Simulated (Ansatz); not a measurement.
**Abstraction of Br: CBr2Cl2 + C2H7Si → CBrCl2 + C2H7BrSi**

Species: CBr2Cl2 (dibromodichloromethane) `ClC(Cl)(Br)Br`, singlet; C2H7Si `CC[SiH2]`, doublet; CBrCl2 `Cl[C](Cl)Br`, doublet; C2H7BrSi `CC[SiH2]Br`, singlet. A radical takes Br: the energy is the difference in strength between the C–Br bond broken and the Si–Br bond made.

Shapes, held fixed at every level: PBE0-D4/def2-TZVP. Flexible molecules stand in one conformer, not always the lowest. Programs: Ansatz 0.2.0. The zero-point and thermal change to 298 K, harmonic and unscaled (PBE0-D4/def2-TZVP), is +3.7 kJ/mol.

```csv
level,kind,ΔH(298 K) (kJ/mol),less CCSD/def2-SVP
MP2/def2-TZVPP,perturbation theory,-159.6,+17.1
HF/def2-SVP,Hartree–Fock,-218.5,-41.8
HF/def2-TZVPP,Hartree–Fock,-224.2,-47.5
B3LYP-D4/def2-TZVPP,global hybrid,-183.1,-6.4
PBE0-D4/def2-TZVPP,global hybrid,-182.9,-6.2
wB97M-V/def2-TZVPP,range-separated hybrid,-184.8,-8.1
B2PLYP/def2-TZVPP,double hybrid,-184.9,-8.2
CCSD/def2-SVP,coupled cluster or CI,-176.7,0.0
```

The highest level, CCSD/def2-SVP, gives ΔH(298 K) = -176.7 kJ/mol; the levels span -224.2 to -159.6. The column of differences is taken from that level and isn't an error. No measured value is set beside it here. Open shells run unrestricted. Relativity is left out for Br. Outer-core shells of Br are correlated, in sets that cover them unevenly.
